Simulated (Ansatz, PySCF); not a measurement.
Species, as SMILES: BN (BH2-NH2).
Geometry (B3LYP-D3(BJ)/def2-TZVP, fixed):
```
B
N 1 1.3876
H 2 1.0069 1 123.31
H 2 1.0069 3 113.37 1 180.00
H 1 1.1928 2 119.04 3 0.00
H 1 1.1928 5 121.92 2 180.00
```
Charge 0, spin multiplicity 1.

Near-linear dependence at PBE0/d-aug-cc-pVTZ with PySCF (spherical functions, density fitting): canonical orthogonalisation drops combinations whose overlap eigenvalue lies under the threshold. The set has 252 functions.

| threshold | orbitals kept | energy minus last row (mEh) |
|---|---|---|
| 1e-3 | ? | ? |
| 1e-4 | ? | ? |
| 1e-5 | ? | ? |
| 1e-6 | 252 | 0.000 |
| 1e-7 | 252 | 0.000 |
| 1e-9 | 252 | 0.000 |

### Question
What belongs in the gaps?

### Answer

- 1e-3, orbitals kept: 221
- 1e-3, energy minus last row (mEh): 12.232
- 1e-4, orbitals kept: 242
- 1e-4, energy minus last row (mEh): 0.034
- 1e-5, orbitals kept: 248
- 1e-5, energy minus last row (mEh): 0.012

The smallest overlap eigenvalue is 1.1e-06. Ansatz (an electronic-structure program) at its default drops 0 functions.
